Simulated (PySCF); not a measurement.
C10H7N3, SMILES N1=CC=C2N3C(=NC=C2)C=CC=C31. Atoms are numbered in the order given.

```xyz
20

C      0.0000     0.0000     2.7811
C      0.0000     1.2107     2.0889
C      0.0000     1.2423     0.6768
N      0.0000     2.4270     0.0254
C      0.0000     2.4167    -1.3088
C      0.0000     1.2542    -2.0789
C      0.0000     0.0000    -1.4247
C      0.0000    -1.2542    -2.0789
C      0.0000    -2.4167    -1.3088
N      0.0000    -2.4270     0.0254
C      0.0000    -1.2423     0.6768
C      0.0000    -1.2107     2.0889
N      0.0000     0.0000    -0.0183
H      0.0000     0.0000     3.8816
H      0.0000     2.1869     2.5882
H      0.0000     3.4050    -1.8038
H      0.0000     1.2778    -3.1759
H      0.0000    -1.2778    -3.1759
H      0.0000    -3.4050    -1.8038
H      0.0000    -2.1869     2.5882
```
Charge 0, spin multiplicity 1.

Geometry: PBE-D3(BJ)/def2-SVP.

Computed with PBE/pcSseg-1 (PySCF).

GIAO shieldings, no solvent; atoms alike by connectivity are averaged. δ = σ(ref) − σ: ¹³C against TMS (σ = 182.0 ppm); ¹⁵N against NH3 (σ = 267.0 ppm); ¹H against TMS (σ = 31.49 ppm), references at their B3LYP-D3(BJ)/def2-TZVP geometries, non-relativistic.

Computed chemical shifts:
| nucleus | atoms | count | δ (ppm) |
|---|---|---|---|
| ¹³C | C5, C9 | 2 | 166.1 |
| ¹³C | C7 | 1 | 166.1 |
| ¹³C | C3, C11 | 2 | 165.7 |
| ¹³C | C1 | 1 | 148.7 |
| ¹³C | C2, C12 | 2 | 118.9 |
| ¹³C | C6, C8 | 2 | 108.4 |
| ¹⁵N | N4, N10 | 2 | 294.8 |
| ¹⁵N | N13 | 1 | 243.2 |
| ¹H | H14 | 1 | 6.24 |
| ¹H | H16, H19 | 2 | 6.17 |
| ¹H | H15, H20 | 2 | 4.98 |
| ¹H | H17, H18 | 2 | 3.79 |
